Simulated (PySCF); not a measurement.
Broadened absorption spectrum of FH5P2Si2

FH5P2Si2.
Atom-mapped SMILES: `[F:1][SiH:2]1[PH:3][SiH2:4][PH:5]1` (hydrogens: H6 on Si2; H7 on P3; H8, H9 on Si4; H10 on P5)

Computed with PySCF 2.14.0, density-fitted response routines, TDDFT PBE0/def2-SVPD, vertical, gas phase, core orbitals frozen in the response. Geometry: GFN2-xTB; no solvent, vibrations or thermal averaging.

Broadening: Gaussians 0.3 eV wide at half height, area fixed by f = 4.319×10⁻⁹ ∫ε dν̃. The cross-section is σ = 3.8235×10⁻²¹ ε cm², given in Mb (10⁻¹⁸ cm²). The width is an assumption, not a result. The curve ends short of the highest state used, and states not computed would add to its high-energy end.

```csv
E (eV),σ (Mb)
4.07,0.00
4.12,0.00
4.18,0.00
4.23,0.01
4.28,0.02
4.34,0.04
4.39,0.07
4.44,0.10
4.50,0.12
4.55,0.13
4.60,0.13
4.66,0.13
4.71,0.16
4.76,0.19
4.82,0.25
4.87,0.32
4.92,0.43
4.98,0.67
5.03,0.97
5.08,1.30
5.14,1.59
5.19,1.64
5.24,1.54
5.30,1.39
5.35,1.36
5.40,1.43
5.46,1.52
5.51,1.47
5.56,1.25
5.62,0.85
```

Question: Locate the maxima and give the states behind the curve.

Answer: 272 nm (4.57 eV), ε about 33, made up of S1 (86%) and S2 (14%) (hardly more than a shoulder); 239 nm (5.18 eV), ε about 430, made up of S3 (95%); 227 nm (5.47 eV), ε about 400, made up of S4 (94%) (ε in L mol⁻¹ cm⁻¹; maxima over ε = 5, shares over 10%). The states used: S1 4.52 eV (f 0.0003); S2 4.85 eV (f 0.0006); S3 5.17 eV (f 0.0046); S4 5.49 eV (f 0.0042); S5 6.01 eV (f 0.0012); S6 6.22 eV (f 0.018).

Question: On this curve, what absorbance would a 10⁻³ mol/L sample give at 248 nm over a 1 cm path?

Answer: 248 nm is 4.999 eV, where ε is about 200 L mol⁻¹ cm⁻¹, so A = ε c l ≈ 0.2 (Beer–Lambert, with the gas-phase spectrum and the assumed width).

Question: What would ε be at 5.18 eV, the highest of these maxima, with half the width (0.15 eV)?

Answer: About 801 L mol⁻¹ cm⁻¹ against 431, a factor of about 1.9; a lone state at its own centre would give exactly 2.

Question: Coming from long wavelengths, where does ε first pass 100 L mol⁻¹ cm⁻¹?

Answer: At about 253 nm (4.90 eV), 0.38 eV above S1.
